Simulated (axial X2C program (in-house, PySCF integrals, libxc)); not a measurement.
## NbCl: cheaper levels and CCSD(T), 2c

Computed with an in-house relativistic program for diatomic molecules. Two-component (2c) means X2C with spin–orbit coupling and atomic mean-field two-electron Coulomb and Gaunt terms. Basis: Nb dyall-cv3z [11s12p9d5f3g], Cl dyall-av3z [9s8p3d2f] (cores contracted in-house); Gaussian nuclei, density fitting, unrestricted open shells. Masses: Nb 92.906 u, Cl 34.969 u.

State: Ω = 1 (⟨Sz⟩ = 2.00, ⟨Lz⟩ = -1.00 at HF); fragments Nb + Cl.

| level | Re (Å) | ωe (cm⁻¹) |
| --- | --- | --- |
| PBE0 | 2.289 | 393.8 |
| HF | 2.373 | 363.8 |
| MP2 | 2.283 | 399.1 |
| CCSD | 2.311 | 389.2 |
| BLYP | 2.313 | 377.9 |
| PBEsol | 2.262 | 406.4 |

Correlated methods: 20 electrons correlated (number of frozen shells: Nb 3 s, 2 p, 1 d; Cl 2 s, 1 p), 292 virtual spin orbitals or spinors in MP2, 140 natural virtuals in coupled cluster.

CCSD(T), same Hamiltonian and basis:

Re = 2.303 Å, ωe = 392.7 cm⁻¹, De = 4.38 eV; T1 = 0.016 (Lee–Taylor normalisation).

Task: Give the differences from CCSD(T) in the columns below.

Result: 

```
 level  ΔRe (Å)  Δωe (cm⁻¹)
  PBE0   -0.014           1
    HF    0.070         -29
   MP2   -0.020           6
  CCSD    0.008          -4
  BLYP    0.010         -15
PBEsol   -0.041          14
```

The state is a single determinant with fixed occupations, the lowest that a limited PBE0 search found. Dissociation energies refer to the lowest single-determinant-based atoms at the same level and basis. De is not given where an atomic determinant may have missed its ground term or J level, or where the truncated virtual space spoils (T). Density functionals use the spin component along the axis (collinear). Coupled cluster ran in a truncated set of natural virtual spinors; the MP2 energy of the rest was added. (T) has no such correction and the atoms are truncated less, which lowers De at CCSD(T) by a hundredth of an eV or more. PBE0 can misorder states that lie within some tenths of an eV, so this need not be the ground state of the molecule. The nearest other 2c determinant of the search, Ω = 3, lies 0.07 eV up at the distance of the search. Without a current term, density functionals place determinants with orbital angular momentum somewhat too high. With several unpaired electrons one determinant need not be a pure state. Open-shell Ω = 0 determinants with evenly filled partner blocks cannot be reached by this program, so the Ω shown need not be the lowest component.
